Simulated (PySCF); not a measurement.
Cost against size for one kind of job: GIAO PBE0/pcSseg-1 NMR shielding, non-relativistic, gas phase (PySCF 2.14.0, density-fitted response routines); work: shieldings, charges and field gradients. Hardware: an x86-64 server with one thread (shared host). Other jobs ran on the host; a repeat could differ by tens of per cent or more.

```
      species (SMILES)  atoms  electrons  basis functions  SCF cycles  wall time
        C[BH2-][AsH3+]     11         52              115          11      7.1 s
            C=C[Se]CCC     16         74              176          12          ?
      CC(C)(C)C(C)(F)F     20         66              196          12       56 s
O=[S@@]1CCCC[C@H](F)C1     20         80              215          15       50 s
  C=CC(/C=C/B(C)C)=C\C     25         74              245          14          ?
```

Question: Estimate the withheld figures.

Answer: `C=C[Se]CCC`: 18 s; `C=CC(/C=C/B(C)C)=C\C`: 54 s.

Question: With all rows, how does the wall time grow with the number of basis functions N?

Answer: A straight line through log(time) against log(N) has slope 3.0 between N = 115 and 245, and the rows scatter about it by a factor of about 1.4 (standard error of the fit). This is a fit to these rows, whose iteration counts differ, not the method's formal scaling.
